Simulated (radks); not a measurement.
Cd+, configuration [Kr] 4d9 5s1 5p1 (not the ground configuration).

Calculated with a radial shooting solver on a logarithmic mesh with Libxc functionals: scalar-relativistic Kohn-Sham, LDA (Slater exchange, Perdew-Wang correlation), spin-polarised, spherical densities, finite nucleus; open shells are filled with parallel spins first (spin-orbit coupling, left out, can overturn this in heavy ions); Fermi nuclear charge, rms radius 4.6087 fm.

Energy parts (eV):
total: -152074.118
kinetic: 158196.949
electron-nucleus: -367123.596
Hartree: 60897.891
exchange-correlation: -4045.361

Orbitals (lengths in bohr, moments of r in powers of bohr; r(90%) holds 90 % of the orbital's charge):
| orbital | occ. | eigenvalue (eV) | <r^4> | <r^2> | r(90%) | <1/r> |
|---|---|---|---|---|---|---|
| 1s up | 1 | -26507.69 | 4.078e-06 | 0.001252 | 0.0546 | 50.58 |
| 1s down | 1 | -26507.63 | 4.078e-06 | 0.001252 | 0.0546 | 50.58 |
| 2s up | 1 | -3949.989 | 0.0007197 | 0.02047 | 0.204 | 11.51 |
| 2s down | 1 | -3949.755 | 0.0007197 | 0.02047 | 0.204 | 11.51 |
| 2p up | 3 | -3548.323 | 0.0005157 | 0.01612 | 0.187 | 11.11 |
| 2p down | 3 | -3548.124 | 0.0005156 | 0.01612 | 0.187 | 11.11 |
| 3s up | 1 | -748.5690 | 0.03325 | 0.1474 | 0.529 | 4.056 |
| 3s down | 1 | -748.3752 | 0.03322 | 0.1474 | 0.528 | 4.056 |
| 3p up | 3 | -616.7961 | 0.03537 | 0.1485 | 0.538 | 3.866 |
| 3p down | 3 | -616.5885 | 0.03534 | 0.1484 | 0.538 | 3.866 |
| 3d up | 5 | -409.9063 | 0.03324 | 0.1335 | 0.530 | 3.641 |
| 3d down | 5 | -409.6534 | 0.03319 | 0.1335 | 0.529 | 3.641 |
| 4s up | 1 | -121.5332 | 1.134 | 0.8692 | 1.27 | 1.582 |
| 4s down | 1 | -120.6796 | 1.129 | 0.8678 | 1.27 | 1.583 |
| 4p up | 3 | -82.5071 | 1.705 | 1.042 | 1.41 | 1.428 |
| 4p down | 3 | -81.6158 | 1.691 | 1.039 | 1.41 | 1.430 |
| 4d up | 5 | -26.5837 | 6.275 | 1.812 | 1.94 | 1.092 |
| 4d down | 4 | -25.5201 | 6.020 | 1.780 | 1.91 | 1.099 |
| 5s up | 1 | -16.5010 | 74.88 | 6.978 | 3.64 | 0.5167 |
| 5s down | 0 | -14.8096 | 79.97 | 7.129 | 3.70 | 0.5152 |
| 5p up | 1 | -9.9105 | 186.7 | 10.87 | 4.58 | 0.4098 |
| 5p down | 0 | -8.3755 | 233.2 | 11.92 | 4.85 | 0.3954 |

The highest occupied level is 5p up at -9.911 eV. The configuration is held as typed, so some empty levels lie below it. The spin density at the nucleus is 31.71 e/bohr^3 (1s 0.03, 2s -0.30, 3s -0.05, 4s -0.46, 5s 32.49). The electron density at the nucleus is 1.63e+05 e/bohr^3 (large components only). Spin moment in Bohr magnetons: 3. The density falls to 0.001 e/bohr^3 at r = 4.26 bohr.
